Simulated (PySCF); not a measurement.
Species: GaI3.
Bonds: Ga1–I2, Ga1–I3, Ga1–I4.

Computed by this run: PySCF 2.14.0, PBE0-D3(BJ)/def2-SVP geometry optimisation, gas phase, def2 core potentials past Kr; density fitting, grid level 1; the optimiser is geomeTRIC in internal coordinates, started from a GFN2-xTB structure with every atom displaced at random (about 0.03 Å).

Step 0: E = -76672.6180 eV
```
atom  x, y, z in Å  |  force x, y, z in eV/Å
Ga1     0.0608   -0.0779    0.0130   -0.810   1.604  -0.059
I2      2.4893   -0.0387    0.0063    0.469   0.040   0.012
I3     -1.2879    2.1780   -0.0433    0.682  -1.089   0.035
I4     -1.1789   -2.1519   -0.0064   -0.341  -0.555   0.012
```

Q: Estimate the geometry and energy of step 1. (The exact step hangs on the optimiser's Hessian estimate; all steps are aligned on step 0, rigid shifts and turns removed.)

A: E = -76672.7491 eV, largest force 0.368 eV/Å
```
atom  x, y, z in Å  |  force x, y, z in eV/Å
Ga1     0.0289   -0.0358   -0.0227    0.130  -0.287   0.036
I2      2.5012    0.0324    0.0178   -0.032  -0.061  -0.012
I3     -1.2035    2.0734   -0.0306   -0.186   0.318  -0.011
I4     -1.2433   -2.1605    0.0050    0.088   0.030  -0.013
```

The energy changes by -0.1311 eV. The first-order estimate −F·Δx gives -0.3027 eV and the mean of the old and new forces, exact on a quadratic surface, -0.1126 eV. The step makes an angle of 44° with the force vector and moves no atom by more than 0.135 Å.

What follows is the cost of the whole optimisation. Time: 63 s of wall time; peak memory 0.42 GiB. Hardware: Arm Neoverse V2, one thread (shared host).
